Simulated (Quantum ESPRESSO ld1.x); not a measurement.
The numbers below are computed, except where a source is named.
Ti II, 21 electrons, occupied as [Ar] 3d1.5 4s1 4p0.5 (fractional occupations, a model configuration). Code: ld1.x of Quantum ESPRESSO 7.5. Model: non-relativistic Kohn-Sham, revPBE, spin-unpolarised, spherical densities, point nucleus.

Normalised radial functions P(r) = r R(r), r in bohr:

```
   r/bohr * 2s, o 3p (the largest magnitude, 1.84, reaches the edge; | marks zero, & curves that meet)
  0.01026                             o      *
  0.01347                             o        *
  0.01768                             o         *
  0.02321                             |o          *
  0.03047                             |o           *
  0.03999                             | o          *
  0.05249                             |  o       *
  0.06946                             |   o   *
  0.09117                             |*   o
   0.1197                      *      |      o
   0.1571            *                |       o
   0.2062     *                       |      o
   0.2706  *                          |    o
   0.3552     *                       |o
   0.4662            *           o    |
   0.6169                  o *        |
   0.8097              o           *  |
    1.063              o             *|
    1.395                  o          *
    1.831                       o     *
    2.404                          o  *
    3.155                            o*
    4.141                             &
    5.479                             &
    7.192                             &
     9.44                             &
    12.39                             &
```

2s: eigenvalue -542.10 eV, 1 radial node at r = 0.0953 bohr, <r> = 0.327 bohr, 90 % of the charge inside 0.508 bohr. 3p: eigenvalue -49.277 eV, 1 radial node at r = 0.370 bohr, <r> = 1.08 bohr, 90 % of the charge inside 1.65 bohr.
